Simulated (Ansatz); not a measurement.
Geometry optimisation, RKS B3LYP-D4/6-31G* (Ansatz 0.2.0).

The input (input.yaml):

```yaml
crystal:
  periodic: [false, false, false]
  atoms:
    - { symbol: O, position_ang: [-1.06725, 1.68193, -0.62681] }
    - { symbol: Si, position_ang: [0.36727, 1.22544, -0.14357] }
    - { symbol: "N", position_ang: [1.6377, 2.27086, -0.00178] }
    - { symbol: Mg, position_ang: [2.13457, 4.2425, -0.25996] }
    - { symbol: H, position_ang: [-1.92445, 1.29022, -0.78639] }
    - { symbol: H, position_ang: [0.24991, -0.18838, 0.09973] }
    - { symbol: H, position_ang: [2.50949, 1.84456, 0.31964] }
    - { symbol: H, position_ang: [2.48514, 5.74672, -0.46577] }
total_charge: 1
basis:
  gaussian: { orbitals: "6-31G*" }
hamiltonian:
  xc: b3lyp
  dispersion: d4
relax:
  f_tol: 0.015
  max_steps: 40
```

Command:

```bash
$ ansatz run input.yaml --threads 1 --pin off --max-ram 2048MiB --backend cpu --events-out ev --progress --plain --runs-dir out
```

Question: Where does it end, and by what steps?

Answer: The forces met the threshold. The force dipped under the threshold on the way, but the program's further checks kept it going. Limits of this set-up: the dipole of an ion depends on the origin. After 8 steps the energy has fallen by 0.365 eV; H8 moved furthest, 0.42 Å.

```tsv
step	energy less start (eV)	largest force component (eV/Å)	accepted
0	0.0000	1.561	yes
1	-0.2523	0.923	yes
2	-0.3323	0.383	yes
3	-0.3461	0.259	yes
4	-0.3531	0.745	yes
5	-0.3629	0.263	yes
6	-0.3637	0.126	yes
7	-0.3651	0.010	yes
8	-0.3652	0.006	yes
```

```xyz
8
Properties=species:S:1:pos:R:3
O -0.878 2.009 -0.641
Si 0.406 1.188 -0.126
N 1.743 2.105 0.058
Mg 1.937 4.095 -0.284
H -1.755 1.629 -0.807
H 0.287 -0.255 0.125
H 2.570 1.603 0.385
H 2.082 5.738 -0.574
```

Run time: 35 s on 1 CPU thread of a shared host.
